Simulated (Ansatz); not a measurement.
Task: Name a neutral molecule of Cl, In, O, S, Si and H with HOMO–LUMO gap (B3LYP/def2-TZVPP) between 5.30 and 5.60 eV and HOMO–LUMO gap (PBE/def2-TZVPP) between 3.70 and 4.00 eV (Ansatz, PBE0-D4/def2-TZVP geometry).

Result: `[SiH3][O][In]([SH])[Cl]` (5.34 eV, 3.74 eV). Other molecules can fit too; these were computed, each in one conformer that needn't be the lowest.

B3LYP here is the variant with VWN-RPA as its local correlation; programs differ in this.
